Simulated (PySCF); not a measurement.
C4H7FO2.
Geometry (GFN2-xTB, Å), atoms numbered from 1 in this order:
```
atom  x, y, z in Å
C1    -1.7390   -0.9148    0.0978
O2    -0.3472   -0.6870    0.0034
C3     0.1036    0.5886   -0.0008
C4    -0.5730    1.7376    0.0706
F5    -1.9265    1.8279    0.1657
O6     1.4548    0.6916   -0.0925
C7     2.1914   -0.5159   -0.1636
H8    -1.8541   -1.9971    0.0836
H9    -2.1459   -0.5133    1.0281
H10   -2.2726   -0.4766   -0.7479
H11   -0.0826    2.6933    0.0565
H12    3.2332   -0.2091   -0.2272
H13    2.0373   -1.1291    0.7274
H14    1.9199   -1.0967   -1.0482
```

Computed with PBE0/def2-SVPD in PySCF (dipole) on a GFN2-xTB geometry, gas phase.

Take the most abundant isotopes and a rigid rotor. The values belong to one conformer with, in the numbering `[CH3:1][O:2][C:3](=[CH:4][F:5])[O:6][CH3:7]`, C1–O2–C3–C4 0°, O2–C3–O6–C7 0°.

Task: What are A, B and C (MHz)?

Result: Ia = 115.94, Ib = 254.00, Ic = 363.55 u·Å²; 505379 MHz·u·Å²/I gives A = 4359, B = 1990, C = 1390 MHz.

Task: What kind of rotor is it?

Result: An asymmetric top; Ray's κ = -0.596.

Task: What does the inertial defect say?

Result: Not planar: Δ = Ic − Ia − Ib = -6.39 u·Å². For a rigid frame Δ = −2 Σ m c², so Σ m c² = 3.19 u·Å² lies off the ab plane, practically all of it from hydrogen. The atom farthest from that plane is 0.89 Å away.

Task: Where do the levels up to J = 3 lie, in MHz?

Result: Above 0(0,0):
J = 1: 1(0,1) 3380, 1(1,1) 5749, 1(1,0) 6349
J = 2: 2(0,2) 10039, 2(1,2) 11909, 2(1,1) 13708, 2(2,1) 20816, 2(2,0) 20916
J = 3: 3(0,3) 19796, 3(1,3) 21091, 3(1,2) 24678, 3(2,2) 30956, 3(2,1) 31439, 3(3,1) 44360, 3(3,0) 44370
The levels of one J sum to (2J + 1)J(J + 1)(A + B + C)/3.

Task: Which lines would a microwave search look for?

Result: The dipole components are |μa| = 1.12 D, |μb| = 1.69 D, |μc| = 0.00 D; the mirror of this Cs structure is the ab plane, so μc vanishes by symmetry (the 0.01 D computed is a residue) and there are no c-type lines. The squared components, which scale the intensities, stand as 0.44 : 1.00 (a : b). Some lines, for components of 0.1 D or more:

```json
{"type": "a", "branch": "Q", "J(Ka,Kc)": "1(1,0) ← 1(1,1)", "MHz": "600", "lower level (cm⁻¹)": "0.192"}
{"type": "a", "branch": "Q", "J(Ka,Kc)": "2(1,1) ← 2(1,2)", "MHz": "1799", "lower level (cm⁻¹)": "0.397"}
{"type": "b", "branch": "Q", "J(Ka,Kc)": "1(1,0) ← 1(0,1)", "MHz": "2969", "lower level (cm⁻¹)": "0.113"}
{"type": "a", "branch": "R", "J(Ka,Kc)": "1(0,1) ← 0(0,0)", "MHz": "3380", "lower level (cm⁻¹)": "0.000"}
{"type": "b", "branch": "Q", "J(Ka,Kc)": "2(1,1) ← 2(0,2)", "MHz": "3669", "lower level (cm⁻¹)": "0.335"}
{"type": "b", "branch": "R", "J(Ka,Kc)": "2(0,2) ← 1(1,1)", "MHz": "4290", "lower level (cm⁻¹)": "0.192"}
{"type": "b", "branch": "R", "J(Ka,Kc)": "1(1,1) ← 0(0,0)", "MHz": "5749", "lower level (cm⁻¹)": "0.000"}
{"type": "a", "branch": "R", "J(Ka,Kc)": "2(1,2) ← 1(1,1)", "MHz": "6160", "lower level (cm⁻¹)": "0.192"}
{"type": "a", "branch": "R", "J(Ka,Kc)": "2(0,2) ← 1(0,1)", "MHz": "6660", "lower level (cm⁻¹)": "0.113"}
{"type": "b", "branch": "Q", "J(Ka,Kc)": "2(2,0) ← 2(1,1)", "MHz": "7208", "lower level (cm⁻¹)": "0.457"}
{"type": "a", "branch": "R", "J(Ka,Kc)": "2(1,1) ← 1(1,0)", "MHz": "7359", "lower level (cm⁻¹)": "0.212"}
{"type": "b", "branch": "R", "J(Ka,Kc)": "2(1,2) ← 1(0,1)", "MHz": "8530", "lower level (cm⁻¹)": "0.113"}
{"type": "b", "branch": "Q", "J(Ka,Kc)": "2(2,1) ← 2(1,2)", "MHz": "8907", "lower level (cm⁻¹)": "0.397"}
{"type": "b", "branch": "R", "J(Ka,Kc)": "2(2,1) ← 1(1,0)", "MHz": "14467", "lower level (cm⁻¹)": "0.212"}
{"type": "b", "branch": "R", "J(Ka,Kc)": "2(2,0) ← 1(1,1)", "MHz": "15167", "lower level (cm⁻¹)": "0.192"}
```

Task: Estimate the classical rotational partition function at 10 K, 50 K and 500 K.

Result: Point group Cs, symmetry number σ = 1; q = (√π/σ)·√((kT/h)³/(ABC)), k/h = 20836.6 MHz/K: 1540 at 10 K, 17200 at 50 K, 543000 at 500 K.

GFN2-xTB frequencies: not computed here. Constants of a rigid frame at the computed geometry: no zero-point averaging, no centrifugal distortion. A rigid rotor knows nothing of internal rotation, which can split or shift real lines.
